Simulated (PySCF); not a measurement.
Structure problem from calculated spectra and properties.

Elements present: C, F, H and P. Monoisotopic mass: 152.0003 u.

- NMR, other nuclei: isotropic shieldings of nuclei other than C and H, by class: 235 (3 F), 470 (1 P) ppm [GIAO PBE/pcSseg-1]
- Dipole: 2.43 D [PBE0/def2-SVPD]
- 13C NMR: chemical shifts (computed TMS as zero) by class: 159.0 (1 C), 136.4 (1 C), 133.8 (1 C), 133.1 (1 C), 132.0 (1 C) ppm [GIAO PBE/pcSseg-1]
- Rotational structure: rotational constants A, B, C: 2.761, 0.785, 0.729 GHz [PBE0-D3(BJ)/def2-SVP]
- XPS: P2p3/2 136.9, C1s 290.5, C1s 290.6, C1s 291.1, C1s 291.3, C1s 298.4, F1s 693.9 (×3), P1s 2150.6 eV [ΔSCF SCAN, pcX-2 on the ionised atom, pcseg-1 elsewhere, spin-free X2C, 2p3/2 from a spin–orbit splitting computed afterwards within the 2p shell]
- Polarisability: 86.4 au [PBE0/def2-SVPD]

The electronic properties come from PySCF, for the isolated species, density fitting. Levels stand in brackets. The structure is a single PBE0-D3(BJ)/def2-SVP conformer in the gas phase; no vibrational or solvent corrections. NMR values are class means; diastereotopic atoms form classes of their own.

**Question.** Which formula fits the mass and the elements?

**Answer.** C5H4F3P (calculated 152.0003). No other formula that holds each of these elements comes within 0.0003 u with a fitting electron parity and a possible valence count.

**Question.** Propose a structure and show how it fits.

**Answer.** Numbering: `[CH2:1]=[CH:2][P:3]1[CH:4]=[C:5]1[C:6]([F:7])([F:8])[F:9]`. 5 carbons fall into 5 classes; from least to most shielded: alkene CH carbon [C2] (159.0 ppm), terminal =CH2 carbon [C1] (136.4 ppm), fully substituted alkene carbon [C5] (133.8 ppm), CF3 carbon [C6] (133.1 ppm), alkene CH carbon [C4] (132.0 ppm). The other shieldings belong to: 235 ppm, fluorine of a CF3 group [F7/F8/F9]; 470 ppm, phosphine phosphorus [P3]. The core levels belong to: P2p3/2 136.9 eV, phosphine phosphorus [P3]; C1s 290.5 eV, alkene CH carbon [C2]; C1s 290.6 eV, terminal =CH2 carbon [C1]; C1s 291.1 eV, alkene CH carbon [C4]; C1s 291.3 eV, fully substituted alkene carbon [C5]; C1s 298.4 eV, CF3 carbon [C6]; F1s 693.9 eV, fluorine of a CF3 group [F7/F8/F9]; P1s 2150.6 eV, phosphine phosphorus [P3]. One atom of each topological class was ionised and stands for its class. The hole state at 291.1 eV has ⟨S²⟩ = 0.84 against 0.75, so that value is less sure. The optimised geometry has point group C1 and is an asymmetric top. Structure: `FC(F)(C1=CP1C=C)F`. Computed isomers that give other values at the same levels: `C#CP(C)C(F)=C(F)F` (13C chemical shifts (computed TMS as zero) by class: 167.0 (1 C), 132.9 (1 C), 97.9 (1 C), 82.9 (1 C), 12.0 (1 C) ppm). The assignments are read from this structure; whether some other isomer fits the data as well wasn't checked.

Conformer computed: `[CH2:1]=[CH:2][P:3]1[CH:4]=[C:5]1[C:6]([F:7])([F:8])[F:9]`: C1–C2–P3–C4 -157°, C4–C5–C6–F7 -114°.
